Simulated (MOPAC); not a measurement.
A run for MOPAC: PM7 on C2H6Si (a complex), monomers drawn apart or pushed together.

```
PM7 1SCF PRECISE CHARGE=0 THREADS=1
C2H6Si

Si     0.28503007 1    -0.06825027 1     0.05125977 1
H      1.12559523 1     1.00353475 1     0.62741118 1
H     -1.14374990 1     0.22837291 1     0.29482541 1
H      0.63804009 1    -1.36812702 1     0.66242898 1
H      0.52258807 1    -0.13895291 1    -1.41043215 1
C      0.26038421 1    -0.13845410 1     3.38043390 1
C     -0.84378295 1     0.27928715 1     3.18410751 1
H      1.24119942 1    -0.50971887 1     3.55162150 1
H     -1.82367023 1     0.64975641 1     3.00611534 1
```

It printed:

```
*******************************************************************************
 **                                                                           **
 **                              MOPAC v23.2.5                                **
 **                                                                           **
 *******************************************************************************
 ** MOPAC's Digital Object Identifier: https://doi.org/10.5281/zenodo.6511958 **
 **                                                                           **
 ** Please cite the open-source release paper for use of this MOPAC version:  **
 ** J. E. Moussa and J. J. P. Stewart (2026)                                  **
 ** MOPAC: An open-source semiempirical molecular orbital program             **
 ** J. Open Source Softw., 11(119), 8025, https://doi.org/10.21105/joss.08025 **
 *******************************************************************************

                              PM7 CALCULATION RESULTS

 *******************************************************************************
 *  PM7        - The PM7 Hamiltonian to be used
 *
 *
 *
 *                 CHARGE ON SYSTEM = 0
 *
 *
 *
 *  PRECISE    - TIGHTER CRITERIA TO BE USED
 *  1SCF       - DO 1 SCF AND THEN STOP
 *  THREADS=1  - MULTI-THREADING NOT USED
 *  T=         - A TIME OF 172800.0 SECONDS REQUESTED
 *  DUMP=N     - RESTART FILE WRITTEN EVERY 7200.0 SECONDS REQUESTED
 *******************************************************************************
PM7 1SCF PRECISE CHARGE=0 THREADS=1
 C2H6Si

   ATOM   CHEMICAL          X               Y               Z
  NUMBER   SYMBOL      (ANGSTROMS)     (ANGSTROMS)     (ANGSTROMS)

     1      Si          0.28503007  *  -0.06825027  *   0.05125977  *
     2       H          1.12559523  *   1.00353475  *   0.62741118  *
     3       H         -1.14374990  *   0.22837291  *   0.29482541  *
     4       H          0.63804009  *  -1.36812702  *   0.66242898  *
     5       H          0.52258807  *  -0.13895291  *  -1.41043215  *
     6       C          0.26038421  *  -0.13845410  *   3.38043390  *
     7       C         -0.84378295  *   0.27928715  *   3.18410751  *
     8       H          1.24119942  *  -0.50971887  *   3.55162150  *
     9       H         -1.82367023  *   0.64975641  *   3.00611534  *



          CARTESIAN COORDINATES

    NO.       ATOM           X           Y           Z

     1        Si          0.2850     -0.0683      0.0513
     2         H          1.1256      1.0035      0.6274
     3         H         -1.1437      0.2284      0.2948
     4         H          0.6380     -1.3681      0.6624
     5         H          0.5226     -0.1390     -1.4104
     6         C          0.2604     -0.1385      3.3804
     7         C         -0.8438      0.2793      3.1841
     8         H          1.2412     -0.5097      3.5516
     9         H         -1.8237      0.6498      3.0061

 General Reference for PM7:
 "Optimization of Parameters for Semiempirical Methods VI: More Modifications to the
 NDDO Approximations and Re-optimization of Parameters", J. J. P. Stewart, J. Mol. Mod., 1:32, 19 (2013)
 https://link.springer.com/article/10.1007/s00894-012-1667-x

           Empirical Formula: C2 H6 Si  =     9 atoms



      MOLECULAR POINT GROUP   :   C1


      RHF CALCULATION, NO. OF DOUBLY OCCUPIED LEVELS = 9


 -------------------------------------------------------------------------------
 PM7 1SCF PRECISE CHARGE=0 THREADS=1
 C2H6Si



     1SCF WAS SPECIFIED, SO BFGS WAS NOT USED
     SCF FIELD WAS ACHIEVED


                              PM7 CALCULATION
                                                       MOPAC v23.2.5 Linux




          FINAL HEAT OF FORMATION =         71.92716 KCAL/MOL =     300.94324 KJ/MOL


          COSMO AREA              =        123.65 SQUARE ANGSTROMS
          COSMO VOLUME            =        112.92 CUBIC ANGSTROMS

          IONIZATION POTENTIAL    =         11.547352 EV
          HOMO LUMO ENERGIES (EV) =        -11.547  1.553
          NO. OF FILLED LEVELS    =          9
          MOLECULAR WEIGHT        =         58.1549         POINT GROUP:  C1

          MOLECULAR DIMENSIONS (Angstroms)

            Atom       Atom       Distance
            H     9    H     5     5.06289
            H     3    H     8     3.76994
            H     2    H     4     2.40746


          SCF CALCULATIONS        =          1





   ATOM   CHEMICAL          X               Y               Z
  NUMBER   SYMBOL      (ANGSTROMS)     (ANGSTROMS)     (ANGSTROMS)

     1      Si          0.28503007  *  -0.06825027  *   0.05125977  *
     2       H          1.12559523  *   1.00353475  *   0.62741118  *
     3       H         -1.14374990  *   0.22837291  *   0.29482541  *
     4       H          0.63804009  *  -1.36812702  *   0.66242898  *
     5       H          0.52258807  *  -0.13895291  *  -1.41043215  *
     6       C          0.26038421  *  -0.13845410  *   3.38043390  *
     7       C         -0.84378295  *   0.27928715  *   3.18410751  *
     8       H          1.24119942  *  -0.50971887  *   3.55162150  *
     9       H         -1.82367023  *   0.64975641  *   3.00611534  *

                             CARTESIAN COORDINATES

   1   Si        0.285030070    -0.068250270     0.051259770
   2    H        1.125595230     1.003534750     0.627411180
   3    H       -1.143749900     0.228372910     0.294825410
   4    H        0.638040090    -1.368127020     0.662428980
   5    H        0.522588070    -0.138952910    -1.410432150
   6    C        0.260384210    -0.138454100     3.380433900
   7    C       -0.843782950     0.279287150     3.184107510
   8    H        1.241199420    -0.509718870     3.551621500
   9    H       -1.823670230     0.649756410     3.006115340


           Empirical Formula: C2 H6 Si  =     9 atoms



      MOLECULAR POINT GROUP   :   C1


                  EIGENVALUES
 -26.48053 -19.51390 -18.52161 -15.62561 -12.49195 -12.43792 -12.39849 -11.66807
 -11.54735   1.55340   1.56806   2.55776   2.57972   2.58819   5.16747   6.14870
   6.95059   8.22751  20.58016  20.58049  21.39960  21.40286  21.47373


              NET ATOMIC CHARGES AND DIPOLE CONTRIBUTIONS

  ATOM NO.   TYPE          CHARGE      No. of ELECS.   s-Pop       p-Pop       d-Pop
    1         Si          -0.028071        4.0281     0.93405     2.99391     0.10012
    2          H           0.005421        0.9946     0.99458
    3          H           0.003285        0.9967     0.99672
    4          H           0.004761        0.9952     0.99524
    5          H           0.006274        0.9937     0.99373
    6          C          -0.188050        4.1880     1.14519     3.04286
    7          C          -0.187270        4.1873     1.14536     3.04191
    8          H           0.191828        0.8082     0.80817
    9          H           0.191823        0.8082     0.80818
 DIPOLE           X         Y         Z       TOTAL
 POINT-CHG.    -0.010     0.006     0.111     0.112
 HYBRID        -0.012     0.002     0.040     0.042
 SUM           -0.022     0.008     0.151     0.153


          ATOMIC ORBITAL ELECTRON POPULATIONS

     Atom    s        px        py        pz      x^2-y^2     xz        z^2       yz        xy
    1 Si   0.93405   0.99798   0.99944   0.99649   0.02361   0.00855   0.03509   0.01520   0.01767
    2  H   0.99458
    3  H   0.99672
    4  H   0.99524
    5  H   0.99373
    6  C   1.14519   1.03830   1.00522   0.99934
    7  C   1.14536   1.03768   1.00532   0.99891
    8  H   0.80817
    9  H   0.80818

 **********************
 *                    *
 * JOB ENDED NORMALLY *
 *                    *
 **********************




 == MOPAC DONE ==
```

The run finished.

Cost: very roughly 0.020 core-seconds.
